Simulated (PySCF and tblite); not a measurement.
Results of a calculation; reference values are marked as such.
C₅H₄F₂O, numbered as in [OH:1][CH:2]1[C:3]([F:4])=[CH:5][CH:6]=[C:7]1[F:8].

Level: PBE0-D3(BJ)/pcSseg-1//GFN2-xTB, thermal terms from GFN2-xTB, symmetry numbers and mirror pairs counted. Conformers within 2.5 kcal/mol (GFN2-xTB free energy) were kept, 5 at most. GIAO shieldings: PBE0/pcSseg-1. Shifts are against TMS (¹H), TMS (¹³C), CFCl3 (¹⁹F) at the same level. Codes: tblite and PySCF.

**Question.** Predict the averaged NMR shifts at 298.15 K.

**Answer.** ¹H: 5.51 (H5/H6, 2H), 4.90 (H2, 1H) ppm. ¹³C: 170.8 (C3/C7), 109.8 (C5/C6), 75.2 (C2) ppm. ¹⁹F: -131.0 (F4/F8) ppm.

**Question.** How do the conformers differ?

**Answer.** Torsions listed: H1–O1–C2–C3. The 5-ring runs over atoms 2–3–5–6–7. Of a mirror pair one member is shown.
```
conformer              shape  weight %
        1   5-ring flat; 58°      84.9
        2  5-ring flat; 167°      15.1
```

```csv
signal,1,2,average
H2,4.88,5.02,4.90
H5/H6,5.50,5.54,5.51
C2,75.3,74.3,75.2
C3/C7,170.8,170.6,170.8
C5/C6,109.8,109.8,109.8
F4/F8,-130.5,-133.9,-131.0
```

H on N, O and S are left out: they exchange, and hydrogen bonds move them by several ppm. Unscaled ¹⁹F shifts at such levels can be off by tens of ppm; differences between conformers or isomers are more reliable. Shifts are unscaled: against experiment ¹³C can be off by 15 ppm or more and ¹H by 0.8 ppm.


Conformer gaps in pcSseg-1 on xTB geometries can be 2 kcal/mol off for S=O, P=O and other polar bonds.